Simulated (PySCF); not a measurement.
Input of a response calculation (the driver script's job line, then coordinates in Å):

```
{"job": {"kind": "uv", "xc": "CAM-B3LYP", "basis": "def2-SVPD", "nstates": 8, "ntriplets": 3}, "charge": 0, "multiplicity": 1}
C      1.498865    -0.288486    -0.134615
C      0.050265    -0.228762     0.056120
C     -1.153861    -0.728807     0.056285
F     -1.970227    -1.749980    -0.079794
C     -1.092373     0.710391     0.344631
Br    -1.641052     2.024513    -1.029926
H      1.782595     0.368238    -0.957423
H      1.813205    -1.304871    -0.359099
H      2.007339     0.061921     0.763217
H     -1.285873     1.140497     1.318075
```

Its output, with some lines taken out ([cut]):

```
coarse grid: 43240 points
cycle   1  E = -2828.2124936369  dE = -2.598e-02  |g| = 4.561e-01  |ddm| = 4.806e+00
cycle   2  E = -2828.2096151704  dE =  2.878e-03  |g| = 5.202e-01  |ddm| = 1.264e+00
cycle   3  E = -2828.2629234431  dE = -5.331e-02  |g| = 6.639e-02  |ddm| = 6.246e-01
cycle   4  E = -2828.2637136205  dE = -7.902e-04  |g| = 1.631e-02  |ddm| = 1.129e-01
cycle   5  E = -2828.2637817626  dE = -6.814e-05  |g| = 9.647e-03  |ddm| = 4.275e-02
cycle   6  E = -2828.2638028297  dE = -2.107e-05  |g| = 2.076e-03  |ddm| = 1.611e-02
cycle   7  E = -2828.2638041128  dE = -1.283e-06  |g| = 1.151e-03  |ddm| = 6.008e-03
final grid: 91000 points
cycle   8  E = -2828.2637858455  dE =  9.829e-08  |g| = 1.505e-03  |ddm| = 4.413e-03
cycle   9  E = -2828.2637853367  dE =  5.088e-07  |g| = 2.144e-03  |ddm| = 4.799e-03
cycle  10  E = -2828.2637863880  dE = -1.051e-06  |g| = 1.098e-04  |ddm| = 2.723e-03
cycle  11  E = -2828.2637863910  dE = -3.017e-09  |g| = 2.678e-05  |ddm| = 1.846e-04
cycle  12  E = -2828.2637863916  dE = -5.562e-10  |g| = 1.249e-05  |ddm| = 1.412e-04
converged SCF energy = -2828.2637863916

[cut]

Singlet excitations
state   eV       nm        f      main configurations
  1   5.9901    207.0   0.00018   H-1->L 0.49, H-1->L+1 0.37
[cut]
[cut]
  4   6.7896    182.6   0.12167   H->L+1 0.45, H-1->L+2 0.19, H->L+2 0.10
  5   6.9809    177.6   0.11413   H-1->L+2 0.34, H-1->L+1 0.25, H->L+1 0.23
  6   7.1445    173.5   0.08637   H->L+2 0.46, H-1->L+2 0.21, H-1->L+1 0.09
  7   7.3135    169.5   0.04386   H->L+2 0.31, H-1->L 0.20, H-1->L+1 0.14
  8   7.3565    168.5   0.02592   H-2->L+2 0.45, H-2->L+1 0.27, H-2->L 0.09

[cut]
```

Method: TDDFT CAM-B3LYP/def2-SVPD, vertical, gas phase, core orbitals frozen in the response (PySCF). Isolated species at its GFN2-xTB geometry, gas phase. The CAM-B3LYP/def2-SVPD calculation is non-relativistic and has no spin–orbit coupling, an omission that weighs most on bromine.

What stood in the cut lines?

```
Static polarisability (au): isotropic 69.844, principal 55.324 68.963 85.244
  2   6.2489    198.4   0.00529   H-2->L 0.38, H-2->L+1 0.29, H->L 0.15
  3   6.6215    187.2   0.02238   H->L 0.72, H-2->L 0.10
Triplet excitations (Tamm-Dancoff, eV): 4.7402 5.4361 5.6131
```

What is the total energy of state 1 at this geometry?

-2828.26379 + 0.22013 = -2828.04366 hartree.

How many basis functions and electrons does this run hold?

176 basis functions for 72 electrons in 36 doubly occupied orbitals.

Give the energy of state 1 in hartree, cm⁻¹ and kJ/mol.

0.22013 hartree, 48313 cm⁻¹, 578.0 kJ/mol.

Write the structure that the coordinates describe.

`CC1=C(F)[C@@H]1Br` (C4H4BrF), point group C1.

The SCF starts on a coarse grid; the energy jumps when the final grid takes over, and dE counts afresh there. H and L stand for HOMO and LUMO.
